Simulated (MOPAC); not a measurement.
Input for MOPAC: PM6 on FHOPb (SMILES [OH][Pb][F]), a point of a bond scan (R = 0.869 Å).

```
PM6 1SCF PRECISE CHARGE=0 THREADS=1
FHOPb

Pb     0.11984709 1     0.02505711 1     0.23369822 1
F     -0.29894545 1     1.35257794 1    -1.30236435 1
O     -0.75278508 1    -1.60708419 1    -0.73088014 1
H     -1.07848316 1    -1.39479822 1    -1.50852814 1
```

Program output:

```
*******************************************************************************
 **                                                                           **
 **                              MOPAC v23.2.5                                **
 **                                                                           **
 *******************************************************************************
 ** MOPAC's Digital Object Identifier: https://doi.org/10.5281/zenodo.6511958 **
 **                                                                           **
 ** Please cite the open-source release paper for use of this MOPAC version:  **
 ** J. E. Moussa and J. J. P. Stewart (2026)                                  **
 ** MOPAC: An open-source semiempirical molecular orbital program             **
 ** J. Open Source Softw., 11(119), 8025, https://doi.org/10.21105/joss.08025 **
 *******************************************************************************

                              PM6 CALCULATION RESULTS

 *******************************************************************************
 *  PM6        - The PM6 Hamiltonian to be used
 *
 *
 *
 *                 CHARGE ON SYSTEM = 0
 *
 *
 *
 *  PRECISE    - TIGHTER CRITERIA TO BE USED
 *  1SCF       - DO 1 SCF AND THEN STOP
 *  THREADS=1  - MULTI-THREADING NOT USED
 *  T=         - A TIME OF 172800.0 SECONDS REQUESTED
 *  DUMP=N     - RESTART FILE WRITTEN EVERY 7200.0 SECONDS REQUESTED
 *******************************************************************************
PM6 1SCF PRECISE CHARGE=0 THREADS=1
 FHOPb

   ATOM   CHEMICAL          X               Y               Z
  NUMBER   SYMBOL      (ANGSTROMS)     (ANGSTROMS)     (ANGSTROMS)

     1      Pb          0.11984709  *   0.02505711  *   0.23369822  *
     2       F         -0.29894545  *   1.35257794  *  -1.30236435  *
     3       O         -0.75278508  *  -1.60708419  *  -0.73088014  *
     4       H         -1.07848316  *  -1.39479822  *  -1.50852814  *



          CARTESIAN COORDINATES

    NO.       ATOM           X           Y           Z

     1        Pb          0.1198      0.0251      0.2337
     2         F         -0.2989      1.3526     -1.3024
     3         O         -0.7528     -1.6071     -0.7309
     4         H         -1.0785     -1.3948     -1.5085

 General Reference for PM6:
 "Optimization of Parameters for Semiempirical Methods V: Modification of NDDO Approximations
 and Application to 70 Elements", J. J. P. Stewart, J. Mol. Mod., 13, 1173-1213 (2007)
 URL: https://link.springer.com/article/10.1007/s00894-007-0233-4

           Empirical Formula: H O Pb F  =     4 atoms



      MOLECULAR POINT GROUP   :   Cs


      RHF CALCULATION, NO. OF DOUBLY OCCUPIED LEVELS = 9


 -------------------------------------------------------------------------------
 PM6 1SCF PRECISE CHARGE=0 THREADS=1
 FHOPb



     1SCF WAS SPECIFIED, SO BFGS WAS NOT USED
     SCF FIELD WAS ACHIEVED


                              PM6 CALCULATION
                                                       MOPAC v23.2.5 Linux




          FINAL HEAT OF FORMATION =        -77.43521 KCAL/MOL =    -323.98893 KJ/MOL


          COSMO AREA              =         95.25 SQUARE ANGSTROMS
          COSMO VOLUME            =         79.66 CUBIC ANGSTROMS

          IONIZATION POTENTIAL    =         11.178016 EV
          HOMO LUMO ENERGIES (EV) =        -11.178 -2.267
          NO. OF FILLED LEVELS    =          9
          MOLECULAR WEIGHT        =        243.2057         POINT GROUP:  Cs

          MOLECULAR DIMENSIONS (Angstroms)

            Atom       Atom       Distance
            O     3    F     2     3.04831
           Pb     1    H     4     2.23015
            H     4    F     2     0.00000


          SCF CALCULATIONS        =          1





   ATOM   CHEMICAL          X               Y               Z
  NUMBER   SYMBOL      (ANGSTROMS)     (ANGSTROMS)     (ANGSTROMS)

     1      Pb          0.11984709  *   0.02505711  *   0.23369822  *
     2       F         -0.29894545  *   1.35257794  *  -1.30236435  *
     3       O         -0.75278508  *  -1.60708419  *  -0.73088014  *
     4       H         -1.07848316  *  -1.39479822  *  -1.50852814  *

                             CARTESIAN COORDINATES

   1   Pb        0.119847090     0.025057110     0.233698220
   2    F       -0.298945450     1.352577940    -1.302364350
   3    O       -0.752785080    -1.607084190    -0.730880140
   4    H       -1.078483160    -1.394798220    -1.508528140


           Empirical Formula: H O Pb F  =     4 atoms



      MOLECULAR POINT GROUP   :   Cs


                  EIGENVALUES
 -35.59410 -28.83191 -19.67521 -15.33003 -12.62561 -12.55713 -11.72385 -11.72259
 -11.17802  -2.26670  -0.91647  -0.86565   6.98138


              NET ATOMIC CHARGES AND DIPOLE CONTRIBUTIONS

  ATOM NO.   TYPE          CHARGE      No. of ELECS.   s-Pop       p-Pop
    1         Pb           1.136684        2.8633     1.92105     0.94227
    2          F          -0.671468        7.6715     1.95293     5.71854
    3          O          -0.787054        6.7871     1.65546     5.13160
    4          H           0.321837        0.6782     0.67816
 DIPOLE           X         Y         Z       TOTAL
 POINT-CHG.     2.797    -0.306     5.907     6.543
 HYBRID        -1.264    -0.269    -2.462     2.780
 SUM            1.533    -0.575     3.445     3.815


          ATOMIC ORBITAL ELECTRON POPULATIONS

     Atom    s        px        py        pz
    1 Pb   1.92105   0.26625   0.29885   0.37717
    2  F   1.95293   1.93646   1.88858   1.89350
    3  O   1.65546   1.78663   1.84032   1.50464
    4  H   0.67816

 **********************
 *                    *
 * JOB ENDED NORMALLY *
 *                    *
 **********************




 == MOPAC DONE ==
```

The run finished.

Cost: around 0.020 core-seconds (rough).
